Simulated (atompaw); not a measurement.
# Cutoff test, Zn (Z = 30), PAW (atompaw)

atompaw 4.2.0.5 input, output lines left out:

```
Zn 30
GGA-PBE scalarrelativistic loggrid 1500 logderivrange -3 5 201
4 4 3 0 0 0
4 0 1
4 1 0
0 0 0
c
c
c
v
c
c
v
v
2
3.00 2.65 2.85 2.85
y
-0.3
n
y
-0.05
n
y
-0.3
n
bloechl besselshape
3 -0.5 troulliermartins
```

The pseudo-atom Hamiltonian at the reference potential is diagonalised in spherical Bessel functions j_l(qr) that vanish at 20 bohr, with q² up to the cutoff. All-electron valence levels (Ry): 4s -1.0288, 4p -0.5716, 3d -1.4524.

**Question.** How do the lowest levels (Ry) of each channel move with the cutoff, and are there ghosts?

**Answer.**

```json
{"cutoff (Ry)": "8", "s #1": "-1.0278", "s #2": "-0.2623", "p #1": "-0.5712", "p #2": "-0.1630", "d #1": "-1.3975", "f #1": "-0.0498", "Σ f·Δε (mRy)": "549.5"}
{"cutoff (Ry)": "10", "s #1": "-1.0280", "s #2": "-0.2624", "p #1": "-0.5715", "p #2": "-0.1630", "d #1": "-1.4232", "f #1": "-0.0498", "Σ f·Δε (mRy)": "292.9"}
{"cutoff (Ry)": "15", "s #1": "-1.0286", "s #2": "-0.2625", "p #1": "-0.5716", "p #2": "-0.1630", "d #1": "-1.4449", "f #1": "-0.0498", "Σ f·Δε (mRy)": "75.2"}
{"cutoff (Ry)": "18", "s #1": "-1.0288", "s #2": "-0.2625", "p #1": "-0.5716", "p #2": "-0.1631", "d #1": "-1.4504", "f #1": "-0.0498", "Σ f·Δε (mRy)": "20.2"}
{"cutoff (Ry)": "21", "s #1": "-1.0288", "s #2": "-0.2625", "p #1": "-0.5716", "p #2": "-0.1631", "d #1": "-1.4517", "f #1": "-0.0498", "Σ f·Δε (mRy)": "6.8"}
{"cutoff (Ry)": "25", "s #1": "-1.0288", "s #2": "-0.2625", "p #1": "-0.5716", "p #2": "-0.1633", "d #1": "-1.4522", "f #1": "-0.0498", "Σ f·Δε (mRy)": "1.9"}
{"cutoff (Ry)": "35", "s #1": "-1.0288", "s #2": "-0.2625", "p #1": "-0.5716", "p #2": "-0.1634", "d #1": "-1.4524", "f #1": "-0.0498", "Σ f·Δε (mRy)": "0.0"}
{"cutoff (Ry)": "40", "s #1": "-1.0288", "s #2": "-0.2625", "p #1": "-0.5716", "p #2": "-0.1634", "d #1": "-1.4524", "f #1": "-0.0498", "Σ f·Δε (mRy)": "0.0"}
{"cutoff (Ry)": "400", "s #1": "-1.0288", "s #2": "-0.2625", "p #1": "-0.5716", "p #2": "-0.1634", "d #1": "-1.4524", "f #1": "-0.0498", "Σ f·Δε (mRy)": "0.0"}
```

Result: no extra level below or beside the all-electron valence levels (s, p, d, f tested); 10 mRy is reached at 21 Ry and 1 mRy at 30 Ry.
